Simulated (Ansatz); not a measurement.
Computed with Ansatz on PBE0-D4/def2-TZVP structures; ΔE is electronic, products minus reactants. CBS: MP2 limit from def2 TZ/QZ plus the TZ coupled-cluster correction, frozen cores. This one scheme is used for every species. Functionals use def2-TZVPP. B3LYP here is the variant with VWN-RPA as its local correlation; programs differ in this. HSE06 is defined as in plane-wave codes. For Zn outer-core shells are correlated without core-valence functions, which leaves a few kJ/mol of doubt a bond. Scalar relativity is left out up to krypton. One conformer a species, not always the lowest.

Reaction (ligand exchange at a P–O bond): `FB(F)OP` + `[NH2][ZnH]` → `P[NH][ZnH]` + `OB(F)F`

```json
{"level": "LDA (SPW92)", "ΔE (kcal/mol)": "-3.9"}
{"level": "BLYP-D4", "ΔE (kcal/mol)": "-2.3"}
{"level": "BHLYP-D4", "ΔE (kcal/mol)": "-3.3"}
{"level": "B3LYP", "ΔE (kcal/mol)": "-2.3"}
{"level": "HSE06", "ΔE (kcal/mol)": "-4.3"}
{"level": "HF/def2-SVP", "ΔE (kcal/mol)": "-7.0"}
{"level": "CCSD/def2-SVP", "ΔE (kcal/mol)": "-6.8"}
{"level": "CCSD(T)/def2-SVP", "ΔE (kcal/mol)": "-6.8"}
```

Problem. What does CCSD(T)/CBS give? (Best estimate.)

Solution. The calculation gave: -3.6 kcal/mol. The listed levels differ from it by -0.3, 1.3, 0.3, 1.3, -0.7, -3.4, -3.2, -3.2 kcal/mol.

Largest T1 diagnostic among the species: 0.016.

At CCSD(T), def2-SVP lies −3.2 kcal/mol from the extrapolated value and def2-TZVPP −0.1 kcal/mol. From BLYP to BHLYP (50 % exact exchange), in def2-TZVPP and without D4, ΔE moves by −1.2 kcal/mol. Leaving LDA and LC-ωPBE aside and taking each functional with its dispersion term where it has one, the values, not all of them listed here, spread over 2.5 kcal/mol, from PBE-QIDH to BLYP-D4.
